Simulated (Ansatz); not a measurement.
Cost and result for the atomization energy of C2H3BClF, SMILES `C=C(F)BCl` (8 atoms, 7 bonds).

Charge 0, multiplicity 1. All single points use the PBE0-D4/def2-TZVP geometry. It is one conformer, not always the lowest. Program: Ansatz. All runs use 2 threads of an AMD EPYC 9R45 on a shared host. Times are those of one run each, without the atoms' runs, and a repeat can differ threefold. Electronic energies, without spin–orbit coupling; frozen cores. CCSD(T)/CBS adds CCSD(T) − MP2 in def2-TZVPP to the MP2 limit, and its time is that of the two runs behind it. T1 = 0.013; the RHF reference is unstable towards UHF. B3LYP takes the VWN-RPA correlation (the form of Gaussian; ORCA's B3LYP/G). HSE06 is the plane-wave form, built on full-range PBE exchange.

CCSD(T)/CBS is a level of theory with its own doubt, some kJ/mol a heavy atom from the limit and from the frozen cores, so smaller differences don't rank the functionals.

```csv
level,functions,wall time
LDA (SPW92)/def2-TZVPP,208,0.65 s
BLYP-D4/def2-TZVPP,208,1.1 s
PBE-D4/def2-TZVPP (with forces),208,1.2 s
PBE0-D4/def2-TZVPP,208,1.4 s
HSE06-D4/def2-TZVPP,208,1.6 s
CAM-B3LYP-D4/def2-TZVPP,208,1.6 s
CCSD(T)/def2-SVP,89,1.9 s
r2SCANh-D4/def2-TZVPP,208,1.9 s
B3LYP-D4/def2-TZVPP (with forces),208,2 s
ωB97X-V/def2-TZVPP,208,3.4 s
MP2/def2-QZVPP,388,9 s
CCSD(T)/def2-TZVPP,208,32 s
CCSD(T)/CBS(def2),–,41 s
```

Task: What atomization energy does each give, and how far from CCSD(T)/CBS? (Best estimate.)

Result: The calculation gave: 
```csv
level,atomization (kJ/mol),difference from CCSD(T)/CBS,per bond
LDA (SPW92)/def2-TZVPP,3725.1,535.6,76.5
BLYP-D4/def2-TZVPP,3217.0,27.5,3.9
PBE-D4/def2-TZVPP (with forces),3320.1,130.6,18.7
PBE0-D4/def2-TZVPP,3243.3,53.8,7.7
HSE06-D4/def2-TZVPP,3246.5,57.0,8.1
CAM-B3LYP-D4/def2-TZVPP,3220.1,30.6,4.4
CCSD(T)/def2-SVP,3063.0,-126.5,-18.1
r2SCANh-D4/def2-TZVPP,3212.4,22.9,3.3
B3LYP-D4/def2-TZVPP (with forces),3207.6,18.1,2.6
ωB97X-V/def2-TZVPP,3207.0,17.5,2.5
MP2/def2-QZVPP,3253.9,64.4,9.2
CCSD(T)/def2-TZVPP,3113.1,-76.4,-10.9
CCSD(T)/CBS(def2),3189.5,0.0,0.0
```

At CCSD(T), def2-SVP lies −126.5 kJ/mol from the extrapolated value and def2-TZVPP −76.4 kJ/mol: correlation converges slowly with the basis, and small sets miss more of it in the bonded molecule than in its fragments. From r2SCAN to r2SCAN0 (25 % exact exchange), in def2-TZVPP and without D4, the atomization energy moves by −64.7 kJ/mol: exact exchange takes away binding that semilocal exchange gives to molecules. In def2-TZVPP, CCSD(T) changes the Hartree–Fock value by +729.0 kJ/mol (the triples alone add +58.6 kJ/mol) and MP2 by +825.0 kJ/mol; breaking electron pairs costs correlation energy, which Hartree–Fock lacks.
